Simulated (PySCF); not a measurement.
SMILES [SiH2](C#N)SC (C2H5NSSi), PBE/def2-SVP optimised geometry.

```
10

C      1.65    -0.88     0.00
S     -0.19    -0.88     0.00
Si    -0.57     1.22     0.00
C      0.16     2.01     1.53
N      0.66     2.46     2.50
H      1.95    -1.95     0.01
H      2.05    -0.39     0.91
H      2.05    -0.40    -0.91
H     -2.05     1.41     0.03
H      0.06     1.95    -1.16
```

Density from PySCF 2.14.0 with PBE/def2-TZVP at that geometry.

Minimum of the electron density along straight lines between bonded atoms, close to the bond critical point (lines longer than 1.1 times the sum of covalent radii, or with two minima, are not listed):

| bond | length / Å | ρ at the minimum / e bohr⁻³ | ∇²ρ there / e bohr⁻⁵ | position (fraction from the first atom) |
|---|---|---|---|---|
| C1–S2 | 1.841 | ? | -0.23 | 0.47 |
| S2–Si3 | 2.140 | 0.102 | ? | 0.64 |
| Si3–C4 | 1.870 | 0.109 | ? | 0.39 |
| C4–N5 | 1.174 | 0.475 | -0.36 | 0.35 |
| C1–H6 | 1.106 | 0.269 | -0.89 | 0.65 |
| C1–H7 | 1.107 | 0.269 | -0.89 | 0.65 |
| C1–H8 | 1.107 | 0.269 | -0.89 | 0.65 |
| Si3–H9 | 1.496 | 0.121 | 0.11 | 0.49 |
| Si3–H10 | 1.502 | 0.120 | 0.10 | 0.49 |

Q: Fill in the missing entries.

A: 
- C1–S2, ρ at the minimum / e bohr⁻³: 0.167
- S2–Si3, ∇²ρ there / e bohr⁻⁵: 0.06
- Si3–C4, ∇²ρ there / e bohr⁻⁵: 0.25
